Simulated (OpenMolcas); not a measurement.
Re5+ (d2) among equal point charges was computed by CASSCF with the d shell active (OpenMolcas, ANO-RCC-VDZP on the metal). Its lowest spin-free states, and all those of the highest spin:

```json
{"2S+1": "3", "Degeneracy": "3", "E (cm-1)": "0.0"}
{"2S+1": "3", "Degeneracy": "3", "E (cm-1)": "10101"}
{"2S+1": "1", "Degeneracy": "3", "E (cm-1)": "12495"}
{"2S+1": "1", "Degeneracy": "2", "E (cm-1)": "12835"}
{"2S+1": "3", "Degeneracy": "1", "E (cm-1)": "21572"}
{"2S+1": "3", "Degeneracy": "3", "E (cm-1)": "21733"}
{"2S+1": "1", "Degeneracy": "1", "E (cm-1)": "24604"}
{"2S+1": "1", "Degeneracy": "3", "E (cm-1)": "24809"}
{"2S+1": "1", "Degeneracy": "3", "E (cm-1)": "27472"}
{"2S+1": "1", "Degeneracy": "2", "E (cm-1)": "36280"}
{"2S+1": "1", "Degeneracy": "1", "E (cm-1)": "56578"}
```

Is the site octahedral, tetrahedral or cube-like, axial, or of lower symmetry?

The states with 2S+1 = 3 have orbital degeneracies 3, 3, 1, 3. Threefold states need a cubic site. For d2 at this spin an octahedron puts the threefold T1 below the threefold T2 and a tetrahedron or cube puts the single A2 below the threefold T2, so the site is octahedral. The run had Re5+ among 6 point charges of -1.7 e arranged as an octahedron (Oh), 1.93 Å from the ion.

An orbital triplet at a regular site is open to Jahn-Teller coupling, which can distort the site and quench the lowest spin-orbit gaps and is left out. Without dynamic correlation the repulsion within the d shell is too large (B by tens of per cent), so at a given field states of lower spin stand too high. This field is weak: 10Dq is about 11647 cm-1, while octahedral complexes of 5d ions of charge 3 and more, computed by the same method with explicit ligands, had a median near 35000 cm-1. Ground spin and moment need not be those of a real site. Point charges carry no covalency, so the field is a model and not that of real ligands. No measured value stands beside these numbers.
